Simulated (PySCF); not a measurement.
Simulation results for CH7BGeO, CH5BGeO, CH6BGeO, CH7BGeSi and others

All values are calculated (PySCF 2.14.0). Calculation on a computer-drawn molecule: the log of a Hartree-Fock and frozen-core CCSD(T) single point meant for a local Hartree-Fock minimum, with one planted fault or none, to be diagnosed. Offsets are logged minus clean, where the clean run is the same molecule without the fault. The reference is restricted for singlets and unrestricted otherwise, and also for a bond in bohr or an excited solution. Adding or removing an electron swaps singlet and doublet. The excited solution moves the top pair (singlet) or top alpha electron (doublet) to the lowest empty orbital. Highest occupied and lowest empty are orbital energies over both spins, largest force is the largest gradient component, triples share is (T) over the correlation energy, the T1 limit is 0.02 restricted and 0.045 unrestricted, electrons count all cores, a negative frequency is imaginary (commonest isotopes), and the dipole is about the centre of nuclear charge; on germanium a core potential holds 10 electrons, which the energies leave out, and 3d is frozen in MP2 and coupled-cluster steps.

Common to all runs: meant charge 0; meant basis and core potential on germanium cc-pVDZ-PP ECP10MDF; logged SCF converged yes; possible faults no fault, one electron removed, one electron added, multiplicity raised by two, geometry at a saddle point, SCF held on an excited solution, minimal basis STO-3G, one bond length entered in bohr, all coordinates scaled.

(1) CH7BGeO

Logged structure:
```xyz
11
CH7BGeO
B     -0.8320    -1.4307    -0.5764
O     -0.5497    -0.1056    -0.5550
Ge     1.0372     0.7698    -0.3390
C      0.6928     2.2142     0.9502
H      0.0472    -2.2689    -0.4170
H     -1.9868    -1.7801    -0.7557
H      1.4225     1.3036    -1.7392
H      2.0772    -0.2617     0.1640
H      0.3851     1.7907     1.9224
H      1.6046     2.8212     1.0973
H     -0.1142     2.8671     0.5743
```

```
meant multiplicity                   : 1
meant basis                          : cc-pVDZ
logged electrons                     : 58
logged basis functions               : 100
logged spin squared                  : 0
logged highest occupied              : -11.355 eV
logged lowest empty                  : 3.7063 eV
logged largest force                 : 0.0090759 hartree/bohr
logged T1 diagnostic                 : 0.013914
logged D1 diagnostic                 : 0.052053
logged triples share                 : 0.025623
logged CC converged                  : yes
logged dipole magnitude              : 2.4988 debye
logged SCF stable within its kind    : yes
logged energy HF                     : -434.92668 hartree
logged energy CCSD(T)                : -435.51053 hartree
planted fault                        : all coordinates scaled, by +1.2 %
HF energy offset from clean run      : 0.9001 kcal/mol
CCSD(T) energy offset from clean run : -0.7288 kcal/mol
```

Drawn bonds:
```csv
atom,other atom,order
1,2,1
2,3,1
3,4,1
1,5,1
1,6,1
3,7,1
3,8,1
4,9,1
4,10,1
4,11,1
```

(2) CH7BGeO

Logged structure:
```xyz
11
CH7BGeO
B     -0.8221    -1.4137    -0.5696
O     -0.5432    -0.1044    -0.5484
Ge     2.4200     1.5304    -0.1451
C      2.0798     2.9576     1.1289
H      0.0466    -2.2420    -0.4120
H     -1.9633    -1.7590    -0.7468
H      2.8008     2.0578    -1.5287
H      3.4477     0.5111     0.3520
H      1.7757     2.5392     2.0896
H      2.9807     3.5574     1.2742
H      1.2823     3.6028     0.7574
```

```
meant multiplicity                   : 1
meant basis                          : cc-pVDZ
logged electrons                     : 58
logged basis functions               : 100
logged spin squared                  : 0.9964
logged highest occupied              : -8.0803 eV
logged lowest empty                  : 1.8988 eV
logged largest force                 : 0.01179 hartree/bohr
logged T1 diagnostic                 : 0.030405
logged D1 diagnostic                 : 0.17579
logged triples share                 : 0.025241
logged CC converged                  : yes
logged dipole magnitude              : 0.72778 debye
logged SCF stable within its kind    : yes
logged energy HF                     : -434.82787 hartree
logged energy CCSD(T)                : -435.37985 hartree
planted fault                        : one bond length entered in bohr, row 2 of the drawn bonds
HF energy offset from clean run      : 62.91 kcal/mol
CCSD(T) energy offset from clean run : 81.28 kcal/mol
```

Drawn bonds:
```csv
atom,other atom,order
1,2,1
2,3,1
3,4,1
1,5,1
1,6,1
3,7,1
3,8,1
4,9,1
4,10,1
4,11,1
```

(3) CH5BGeO

Logged structure:
```xyz
9
CH5BGeO
B      1.4003     0.6725     2.7171
O      1.0646     1.1462     1.4996
Ge    -0.3813     0.8349     0.5079
C     -1.5632    -0.4067     0.8500
H      0.6587    -0.0555     3.3291
H      2.4613     1.0016     3.1772
H     -0.3077     1.8236    -0.6277
H     -1.4918    -1.0592     1.7084
H     -2.4088    -0.5244     0.1854
```

```
meant multiplicity                   : 1
meant basis                          : cc-pVDZ
logged electrons                     : 57
logged basis functions               : 90
logged spin squared                  : 0.775
logged highest occupied              : 1.0991 eV
logged lowest empty                  : 7.683 eV
logged largest force                 : 0.044381 hartree/bohr
logged T1 diagnostic                 : 0.039839
logged D1 diagnostic                 : 0.25191
logged triples share                 : 0.030951
logged CC converged                  : yes
logged dipole magnitude              : 0.99863 debye
logged SCF stable within its kind    : yes
logged energy HF                     : -433.6255 hartree
logged energy CCSD(T)                : -434.19885 hartree
planted fault                        : one electron added
HF energy offset from clean run      : 40.3 kcal/mol
CCSD(T) energy offset from clean run : 31.52 kcal/mol
```

Drawn bonds:
```csv
atom,other atom,order
1,2,1
2,3,1
3,4,2
1,5,1
1,6,1
3,7,1
4,8,1
4,9,1
```

Notes: highest electron not bound in this basis.

(4) CH6BGeO

Logged structure:
```xyz
10
CH6BGeO
B      0.2150     0.7758    -3.2408
O     -0.2328     1.6362    -2.3157
Ge    -1.2584     1.3032    -0.8605
C     -1.6192     3.0697    -0.1015
H     -0.0392    -0.4063    -3.1725
H      0.8802     1.1994    -4.1520
H     -2.5293     0.5856    -1.3607
H     -2.0784     3.6965    -0.8690
H     -2.2976     2.9841     0.7487
H     -0.6889     3.5341     0.2258
```

```
meant multiplicity                   : 2
meant basis                          : cc-pVDZ
logged electrons                     : 56
logged basis functions               : 95
logged spin squared                  : 0
logged highest occupied              : -16.216 eV
logged lowest empty                  : -7.0774 eV
logged largest force                 : 0.075176 hartree/bohr
logged T1 diagnostic                 : 0.020891
logged D1 diagnostic                 : 0.082898
logged triples share                 : 0.029487
logged CC converged                  : yes
logged dipole magnitude              : 4.0044 debye
logged SCF stable within its kind    : yes
logged energy HF                     : -434.02145 hartree
logged energy CCSD(T)                : -434.57716 hartree
planted fault                        : one electron removed
HF energy offset from clean run      : 185.9 kcal/mol
CCSD(T) energy offset from clean run : 186.3 kcal/mol
```

Drawn bonds:
```csv
atom,other atom,order
1,2,1
2,3,1
3,4,1
1,5,1
1,6,1
3,7,1
4,8,1
4,9,1
4,10,1
```

Notes: T1 above single-reference limit.

(5) CH7BGeSi

Logged structure:
```xyz
11
CH7BGeSi
B     -0.3348    -2.6025     0.9616
Si    -0.5878    -0.7411     1.7545
C     -0.3497     0.6872     0.5870
Ge     0.0692     0.6435    -1.1290
H     -0.0492    -2.8318    -0.1820
H     -0.4793    -3.5542     1.6815
H     -1.9561    -0.6930     2.3458
H      0.3505    -0.6187     2.9072
H     -0.4804     1.6886     0.9923
H      0.3021    -0.6327    -1.9180
H      0.2325     1.9031    -1.9668
```

```
meant multiplicity                   : 1
meant basis                          : cc-pV(D+d)Z
logged electrons                     : 64
logged basis functions               : 109
logged spin squared                  : 0
logged highest occupied              : -8.487 eV
logged lowest empty                  : 1.5728 eV
logged largest force                 : 7.1e-06 hartree/bohr
logged lowest frequency              : 81.225 cm⁻¹
logged T1 diagnostic                 : 0.013931
logged D1 diagnostic                 : 0.043559
logged triples share                 : 0.033196
logged CC converged                  : yes
logged dipole magnitude              : 2.0229 debye
logged SCF stable within its kind    : yes
logged energy HF                     : -648.84633 hartree
logged energy CCSD(T)                : -649.34274 hartree
planted fault                        : no fault
HF energy offset from clean run      : 0 kcal/mol
CCSD(T) energy offset from clean run : 0 kcal/mol
```

Drawn bonds:
```csv
atom,other atom,order
1,2,1
2,3,1
3,4,2
1,5,1
1,6,1
2,7,1
2,8,1
3,9,1
4,10,1
4,11,1
```

(6) B2GeH8Si

Logged structure:
```xyz
12
B2GeH8Si
B     -1.9411    -1.2880    -2.2199
Si    -1.3998    -0.4612    -0.4458
Ge    -1.6349     1.9512    -0.6470
B     -0.2318     2.6849    -1.9961
H     -3.0642    -1.6566    -2.4243
H     -1.1558    -1.3656    -3.1248
H      0.0170    -0.7548    -0.1063
H     -2.2488    -0.9123     0.6853
H     -1.4664     2.5548     0.7560
H     -3.0713     2.2504    -1.1092
H     -0.4609     2.6846    -3.1731
H      0.8404     3.0697    -1.6242
```

```
meant multiplicity                   : 1
meant basis                          : cc-pV(D+d)Z
logged electrons                     : 64
logged basis functions               : 114
logged spin squared                  : 0
logged highest occupied              : -9.934 eV
logged lowest empty                  : 1.1063 eV
logged largest force                 : 1.902e-05 hartree/bohr
logged lowest frequency              : 37.081 cm⁻¹
logged T1 diagnostic                 : 0.013998
logged D1 diagnostic                 : 0.047717
logged triples share                 : 0.026221
logged CC converged                  : yes
logged dipole magnitude              : 0.57724 debye
logged SCF stable within its kind    : yes
logged energy HF                     : -636.27517 hartree
logged energy CCSD(T)                : -636.72614 hartree
planted fault                        : no fault
HF energy offset from clean run      : 0 kcal/mol
CCSD(T) energy offset from clean run : 0 kcal/mol
```

Drawn bonds:
```csv
atom,other atom,order
1,2,1
2,3,1
3,4,1
1,5,1
1,6,1
2,7,1
2,8,1
3,9,1
3,10,1
4,11,1
4,12,1
```

(7) CH9BGeSi

Logged structure:
```xyz
13
CH9BGeSi
B     -0.4100    -0.0107     2.0517
Si     0.0177    -1.5780     0.8316
Ge    -1.6864    -1.7158    -0.8822
C     -1.3500    -3.2069    -2.1229
H     -1.1196    -0.1457     3.0099
H     -0.0096     1.0936     1.8061
H      0.0350    -2.8723     1.5631
H      1.3329    -1.4216     0.1559
H     -1.7331    -0.3958    -1.6718
H     -3.0656    -1.9001    -0.2251
H     -1.3402    -4.1547    -1.5818
H     -2.1319    -3.2462    -2.8837
H      0.4716    -2.9616    -3.0585
```

```
meant multiplicity                   : 1
meant basis                          : cc-pV(D+d)Z
logged electrons                     : 66
logged basis functions               : 119
logged spin squared                  : 0.7101
logged highest occupied              : -10.073 eV
logged lowest empty                  : 1.1854 eV
logged largest force                 : 0.021842 hartree/bohr
logged T1 diagnostic                 : 0.054271
logged D1 diagnostic                 : 0.26748
logged triples share                 : 0.034116
logged CC converged                  : yes
logged dipole magnitude              : 0.70372 debye
logged SCF stable within its kind    : yes
logged energy HF                     : -649.94779 hartree
logged energy CCSD(T)                : -650.46464 hartree
planted fault                        : one bond length entered in bohr, row 12 of the drawn bonds
HF energy offset from clean run      : 80.31 kcal/mol
CCSD(T) energy offset from clean run : 82.15 kcal/mol
```

Drawn bonds:
```csv
atom,other atom,order
1,2,1
2,3,1
3,4,1
1,5,1
1,6,1
2,7,1
2,8,1
3,9,1
3,10,1
4,11,1
4,12,1
4,13,1
```

Notes: T1 above single-reference limit.

(8) BGeH7OSi

Logged structure:
```xyz
11
BGeH7OSi
B     -0.9788    -2.6503     0.2442
Si    -1.7856    -1.0809    -0.7717
Ge    -0.8208     0.7288     0.4867
O      0.1064    -0.2696     1.6682
H     -1.5477    -3.1283     1.1838
H      0.0776    -3.1117    -0.0813
H     -3.2666    -1.0085    -0.7139
H     -1.3706    -0.9910    -2.1935
H      0.1626     1.6361    -0.2670
H     -1.8019     1.6207     1.2613
H      0.6145     0.1932     2.3185
```

```
meant multiplicity                   : 1
meant basis                          : cc-pV(D+d)Z
logged electrons                     : 65
logged basis functions               : 109
logged spin squared                  : 0.7939
logged highest occupied              : -16.787 eV
logged lowest empty                  : -8.0879 eV
logged largest force                 : 0.056828 hartree/bohr
logged T1 diagnostic                 : 0.02063
logged D1 diagnostic                 : 0.087153
logged triples share                 : 0.025552
logged CC converged                  : yes
logged dipole magnitude              : 2.5327 debye
logged SCF stable within its kind    : yes
logged energy HF                     : -685.58719 hartree
logged energy CCSD(T)                : -686.11096 hartree
planted fault                        : one electron removed
HF energy offset from clean run      : 211.1 kcal/mol
CCSD(T) energy offset from clean run : 223.1 kcal/mol
```

Drawn bonds:
```csv
atom,other atom,order
1,2,1
2,3,1
3,4,1
1,5,1
1,6,1
2,7,1
2,8,1
3,9,1
3,10,1
4,11,1
```

(9) BGeH5Si

Logged structure:
```xyz
8
BGeH5Si
B     -0.3615     0.7749     1.2212
Si     0.3885     2.4146     0.3067
Ge    -0.8000     2.7480    -1.8653
H     -1.3003     0.8602     1.9633
H      0.0550    -0.3235     0.9706
H      0.1063     3.6717     1.0578
H      1.8543     2.3475     0.0714
H     -2.1984     2.3140    -1.2557
```

```
meant multiplicity                : 1
meant basis                       : cc-pV(D+d)Z
logged electrons                  : 56
logged basis functions            : 85
logged spin squared               : 0
logged highest occupied           : -5.8654 eV
logged lowest empty               : -2.2767 eV
logged largest force              : 0.051323 hartree/bohr
logged CC converged               : no
logged dipole magnitude           : 2.0386 debye
logged SCF stable within its kind : no
logged energy HF                  : -609.66746 hartree
planted fault                     : SCF held on an excited solution
HF energy offset from clean run   : 108.1 kcal/mol
```

Drawn bonds:
```csv
atom,other atom,order
1,2,1
2,3,1
1,4,1
1,5,1
2,6,1
2,7,1
3,8,1
```

Notes: CCSD not converged.

(10) BGeH5Si

Structure as in entry 9.

```
meant multiplicity                   : 1
meant basis                          : cc-pV(D+d)Z
logged electrons                     : 56
logged basis functions               : 85
logged spin squared                  : 0
logged highest occupied              : -8.3707 eV
logged lowest empty                  : -0.081714 eV
logged largest force                 : 2.738e-05 hartree/bohr
logged lowest frequency              : 102.46 cm⁻¹
logged T1 diagnostic                 : 0.018999
logged D1 diagnostic                 : 0.058158
logged triples share                 : 0.028044
logged CC converged                  : yes
logged dipole magnitude              : 0.23776 debye
logged SCF stable within its kind    : yes
logged energy HF                     : -609.83966 hartree
logged energy CCSD(T)                : -610.168 hartree
planted fault                        : no fault
HF energy offset from clean run      : 0 kcal/mol
CCSD(T) energy offset from clean run : 0 kcal/mol
```

Drawn bonds:
```csv
atom,other atom,order
1,2,1
2,3,1
1,4,1
1,5,1
2,6,1
2,7,1
3,8,1
```
